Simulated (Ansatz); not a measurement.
`[SiH3]NCBCl` + `CNC=N` → `N=CNBCl` + `CCN[SiH3]`  (formal exchange of groups at a B–C bond)

Program: Ansatz. Geometries: PBE0-D4/def2-TZVP. ΔE: electronic, gas phase. CBS: MP2 limit from def2 TZ/QZ plus the TZ coupled-cluster correction, frozen cores. DFT in def2-TZVPP. B3LYP here is the variant with VWN-RPA as its local correlation; programs differ in this. Each species was taken in one conformer, which may not be the lowest.

(1) Is it downhill or uphill in electronic energy at CCSD(T)/CBS, and by how much? (An estimate is asked.)

(2) What do these levels give: PBE-D4, r2SCAN-D4, B3LYP-D4, ωB97X-V, r2SCAN, PBE0, B3LYP, CCSD/def2-TZVPP, CCSD(T)/def2-TZVPP, HF/def2-QZVPP, MP2/def2-QZVPP, CCSD/CBS(def2)? (An estimate is asked.)

Largest T1 diagnostic among the species: 0.013.

Answers

(1) The calculation gave: Downhill: ΔE = -34.2 kcal/mol.

(2) The calculation gave: PBE-D4 -32.0, r2SCAN-D4 -32.9, B3LYP-D4 -33.5, ωB97X-V -32.8, r2SCAN -32.9, PBE0 -32.7, B3LYP -33.5, CCSD/def2-TZVPP -34.6, CCSD(T)/def2-TZVPP -34.5, HF/def2-QZVPP -34.6, MP2/def2-QZVPP -34.8, CCSD/CBS(def2) -34.2 kcal/mol.
